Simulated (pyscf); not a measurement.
# O=ZrH–OH, singlet

Gas-phase minimum from PySCF at ωB97X-D3(BJ)/def2-SVP, one conformer. 

```
Zr
O 1 1.7357
O 1 1.9475 2 112.45
H 3 0.9613 1 140.36 2 3.08
H 1 1.9019 2 110.71 3 129.82
```

Properties at ωB97X-D3(BJ)/def2-SVP:

```yaml
harmonic_wavenumbers_unscaled: 184, 287, 449, 518, 533, 717, 998, 1608, 3962 cm⁻¹
zero_point_energy: 13.2 kcal/mol
rotational_symmetry_number: 1
Entropy of this conformer at 298 K and 1 atm, rigid rotor and harmonic oscillator, modes under 100 cm⁻¹ raised to 100: 295.4 J/(mol K)
dipole_moment: 4.53 D
```

Single-point totals, which compare only within one level (frozen core for MP2 and CC):

```json
[
 {"level": "ωB97X-D3(BJ)/def2-TZVP", "total energy (hartree)": "-198.89240"},
 {"level": "PBE/def2-TZVP", "total energy (hartree)": "-198.71450"},
 {"level": "r²SCAN/def2-TZVP", "total energy (hartree)": "-198.80361"},
 {"level": "B3LYP-D3(BJ)/def2-TZVP", "total energy (hartree)": "-198.87658"},
 {"level": "PBE0-D3(BJ)/def2-TZVP", "total energy (hartree)": "-198.67622"},
 {"level": "M06-2X/def2-TZVP", "total energy (hartree)": "-198.68708"},
 {"level": "ωB97M-D3(BJ)/def2-TZVP", "total energy (hartree)": "-198.84019"},
 {"level": "HF/def2-TZVPP", "total energy (hartree)": "-197.56125"},
 {"level": "MP2/def2-TZVPP", "total energy (hartree)": "-198.40911"},
 {"level": "CCSD/def2-TZVPP", "total energy (hartree)": "-198.39443"},
 {"level": "CCSD(T)/def2-TZVPP", "total energy (hartree)": "-198.43478"}
]
```

Soft torsions are taken as harmonic, which can shift the entropy by several J/(mol K). The CCSD(T) − MP2 part came from Ansatz, without density fitting, on the same reference. The frozen core leaves the outer d or s,p core shells of the metals and heavy elements correlated in the MP2 and CC values, and def2-TZVPP describes them poorly, so these totals are far from the basis limit. Elements past Kr carry the def2 core potentials, without spin-orbit coupling.
